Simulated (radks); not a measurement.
Values are calculated unless marked as measured or tabulated.
Question: Level of theory: non-relativistic Kohn-Sham, exchange-only LDA, spin-polarised, spherical densities, point nucleus; open shells are filled with parallel spins first (spin-orbit coupling, left out, can overturn this in heavy ions) (a radial shooting solver on a logarithmic mesh with Libxc functionals). Response by self-consistent Sternheimer equations with the Hartree and adiabatic exchange-only LDA kernel. Rank Ga2+, Se5+, Cu, As4+, Ge3+, Rb8+, Kr7+, Zn+, Br6+ (NIST ground configurations) by static dipole polarisability, largest first.

Answer: Cu 47.34, Zn+ 18.12, Ga2+ 9.846, Ge3+ 6.204, As4+ 4.255, Se5+ 3.086, Br6+ 2.329, Kr7+ 1.812, Rb8+ 1.443 bohr^3.
